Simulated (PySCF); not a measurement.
Simulated C 1s region for `CO[C@@H]1C[C@@H]1[SiH2]Cl`, binding energy against the vacuum level.

Every computed line was given a Gaussian of 0.4 eV full width at half maximum and an area set by the number of equivalent atoms; the highest printed point is 100. Computed with PySCF 2.14.0, delta-SCF UKS SCAN, pcX-2 on the ionised atom, pcseg-1 elsewhere, spin-free X2C.

| binding energy (eV) | intensity |
| --- | --- |
| 289.9 | 0 |
| 290.0 | 2 |
| 290.1 | 6 |
| 290.2 | 18 |
| 290.3 | 36 |
| 290.4 | 52 |
| 290.5 | 57 |
| 290.6 | 52 |
| 290.7 | 51 |
| 290.8 | 56 |
| 290.9 | 54 |
| 291.0 | 40 |
| 291.1 | 21 |
| 291.2 | 8 |
| 291.3 | 2 |
| 291.4 | 0 |
| 291.5 | 0 |
| 291.6 | 0 |
| 291.7 | 0 |
| 291.8 | 1 |
| 291.9 | 3 |
| 292.0 | 13 |
| 292.1 | 35 |
| 292.2 | 68 |
| 292.3 | 96 |
| 292.4 | 100 |
| 292.5 | 76 |
| 292.6 | 42 |
| 292.7 | 17 |
| 292.8 | 5 |
| 292.9 | 1 |
| 293.0 | 0 |

Count the maxima, the lines and the sites behind this envelope.

The curve has 3 maxima (at 290.5, 290.8 and 292.4 eV). Under it lie 4 lines from 4 inequivalent carbon sites. At this width some lines have no maximum of their own.

Decompose the envelope and assign each component. Numbering: `[CH3:1][O:2][C@@H:3]1[CH2:4][C@@H:5]1[SiH2:6][Cl:7]`.

```json
{"position (eV)": "290.45", "relative area": "1", "line": "C 1s", "atoms": "C5", "environment": "sp3 carbon bound to silicon"}
{"position (eV)": "290.87", "relative area": "1", "line": "C 1s", "atoms": "C4", "environment": "three-membered-ring carbon"}
{"position (eV)": "292.31", "relative area": "1", "line": "C 1s", "atoms": "C3", "environment": "sp3 carbon bound to oxygen"}
{"position (eV)": "292.41", "relative area": "1", "line": "C 1s", "atoms": "C1", "environment": "methoxy carbon"}
```

What are the centre and the root-mean-square width of the whole band?

The area-weighted mean of the lines is 291.51 eV. Their own spread about it is 0.86 eV (rms) and each Gaussian has σ = 0.4/2.355 = 0.17 eV; the variances add, which gives 0.88 eV.

The listed C 1s values span 1.96 eV, from C5 (bonded to 2 C, H and Si) to C1 (bonded to O and 3 H). The widest gap between neighbouring values is 1.44 eV, between 290.87 and 292.31 eV.

No satellites, vibrations or lifetime broadening are included. Isolated species at its PBE0-D3(BJ)/def2-SVP geometry (one conformer only).

Shape of the structure used: `[CH3:1][O:2][C@@H:3]1[CH2:4][C@@H:5]1[SiH2:6][Cl:7]`: C1–O2–C3–C4 -83°, C4–C5–Si6–Cl7 107°.
